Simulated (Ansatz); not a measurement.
A structure relaxed at r2SCAN-D4/def2-SVP in Ansatz, charge 0, singlet:

```xyz
5

Ca    2.3095   -1.2240    0.9907
Ca   -1.0859    0.5786   -0.4676
O    -2.6715    1.4076   -1.1412
O     1.1324    0.2442    0.1318
O     0.3155   -1.0064    0.4863
```

(1) Give its formula and point group.

(2) Summarise the bond lengths by kind (pairs closer than 1.2 times the sum of covalent radii, bridged metal pairs left out).

Results:

(1) the cluster Ca2O3. Point group C2v (tolerance 0.1 Å).

(2) 5 × Ca–O 1.91 to 2.32 Å; 1 × O–O 1.54 Å.

The structure holds one bond between oxygen atoms, so isomers without such links may lie far lower. The restricted singlet is unstable towards broken spin symmetry at other levels; at r2SCAN-D4/def2-SVP this wasn't settled. Another isomer (singlet) lies 3.53 eV lower at PBE0-D4/def2-TZVP; other spin states weren't run for this one.
